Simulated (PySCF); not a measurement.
These compounds are isomers of formula C6H11NSi2.

A. SMILES N#C[Si@H](/C=C\[SiH3])C1CC1
B. `N[Si@@H]([SiH3])c1ccccc1`
C. `InChI=1S/C6H11NSi2/c1-6(2)9(5-7)4-3-8/h6,9H,1-2,8H3/t9-/m1/s1`

Spectrum 1. ¹H NMR (400 MHz, computed): δ 7.95 (d, 2H), 7.49 (m, 2H), 7.49 (m, 1H), 5.62 (q, 1H), 3.40 (d, 3H), 0.34 (br s, 2H). ¹³C{¹H} NMR (computed): δ 140.4 (CH), 139.8 (C), 135.9 (CH), 133.5 (CH).

Spectrum 2. ¹H NMR (400 MHz, computed): δ 7.19 (m, 1H), 6.85 (m, 1H), 5.00 (m, 1H), 4.20 (d, 3H), 0.83 (m, 1H), 0.83 (m, 1H), 0.25 (m, 1H), 0.23 (m, 1H), -0.16 (m, 1H). ¹³C{¹H} NMR (computed): δ 158.4 (CH), 151.7 (CH), 127.5 (C), 4.6 (CH2), 2.7 (CH2), -6.5 (CH).

Spectrum 3. ¹H NMR (400 MHz, computed): δ 4.45 (d, 1H), 4.22 (s, 3H), 1.31 (d, 3H), 1.13 (m, 3H), 0.97 (m, 1H). ¹³C{¹H} NMR (computed): δ 124.7 (C), 117.4 (C), 112.8 (C), 17.8 (CH3), 17.6 (CH3), 15.8 (CH).

- shieldings: GIAO PBE0/pcSseg-1
- geometry: PBE0-D3(BJ)/def2-SVP
- code: PySCF
- no relativistic terms, rapidly exchanging positions averaged, a single conformation, gas phase

Shifts are taken against calculated references (same method and geometry level): ¹H, ¹³C vs TMS. Where no couplings were computed, multiplicities follow the n + 1 count of equivalent neighbours, and m marks all less simple cases (inequivalent or close neighbours, rings, F or P nearby). Shifts are as computed. Against solution values, carbons near 30 ppm lie about +2 ppm off and those near 130 ppm about +5 ppm. Of 1309 compounds with measured shifts, 239 miss one by over three times the rms of a fit or turn the order of signals round; such compounds aren't used in these exercises. OH and NH positions are gas-phase values without hydrogen bonding to other molecules.

Match each spectrum to its structure.

Results:

1–B, 2–A, 3–C.

- Spectrum 1 (B): 4 ¹³C signals; δC 135.9 is an aromatic CH; δC 133.5 is an aromatic CH.
- Spectrum 2 (A): 6 ¹³C signals; δC 158.4 is an alkene CH; δC 151.7 is an alkene CH.
- Spectrum 3 (C): 6 ¹³C signals; δC 124.7 is a nitrile carbon; δC 17.8 is a methyl carbon.
